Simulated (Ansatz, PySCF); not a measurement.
Noncovalent pair: H4SeSi (SMILES [SiH3][SeH]) (first 6 atoms) with HF (SMILES F); geometry from B3LYP-D3(BJ)/def2-TZVP.
(charge 0, multiplicity 1):
```xyz
8

Si     0.6140    -1.3546     0.8601
Se    -0.4734     0.6838     0.9874
H      0.0502    -2.1599    -0.2427
H      2.0175    -0.9959     0.5795
H      0.4886    -2.0777     2.1396
H     -1.7522     0.0804     1.3975
F      0.8532     0.7205     3.9884
H      0.4022     0.8300     3.1711
```

Basis-set superposition error: the interaction energy with monomers in their own basis, and in the dimer's basis (counterpoise).

Codes used: Ansatz (Gaussian orbitals); PySCF for 6-31G* rows, M06-2X. 

```csv
level,uncorrected (kJ/mol),counterpoise (kJ/mol),difference
SVWN5/def2-TZVPPD,-39.1,-38.4,0.6
BLYP/def2-TZVPPD,-18.9,-18.4,0.4
B3LYP/def2-TZVPPD,-20.3,-19.8,0.4
M06-2X/def2-TZVPPD,-24.2,-23.7,0.5
wB97X-V/def2-TZVPPD,-24.1,-23.7,0.4
B2PLYP/def2-TZVPPD,-21.2,-20.0,1.1
MP2/6-31G*,-23.0,-11.3,11.7
SCS-MP2/def2-QZVPPD,-19.2,-17.9,1.3
CCSD/def2-TZVPPD,-20.1,-17.5,2.6
CCSD(T)/def2-TZVPPD,-22.0,-19.1,2.8
```

The error is largest for MP2/6-31G* (11.7 kJ/mol) and smallest for B3LYP/def2-TZVPPD (0.4 kJ/mol).

Ansatz is a quantum-chemistry and plane-wave program.
